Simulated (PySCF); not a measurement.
# How methods differ on the excitation energy of Sb²⁺

Sb²⁺ [Kr] 4d10 5s2 5p1 (2P) → Sb²⁺ [Kr] 4d10 5s1 5p2, s spin flipped, as a difference of total energies. Computed with PySCF 2.14 in x2c-TZVPPall (8s6p4d2f, 60 functions), with the spin-free X2C one-electron Hamiltonian (Gaussian nucleus). Correlated levels: valence: [Kr] 4d10 frozen; valence and next inner shell: [Ar] 3d10 frozen. The calculations carry no spin-orbit coupling.

```csv
method,excitation energy (cm⁻¹)
UHF,83550
LDA,76111
PBE,75172
PBE0,77562
r2SCAN,76801
TPSSh,76496
M06,77007
BLYP,75375
B2PLYP,77567
MP2 (valence),78669
SCS-MP2 (valence),78135
MP2 (valence and next inner shell),78048
SCS-MP2 (valence and next inner shell),77611
```

The upper determinant mixes two multiplicities, so it lies between the two terms.
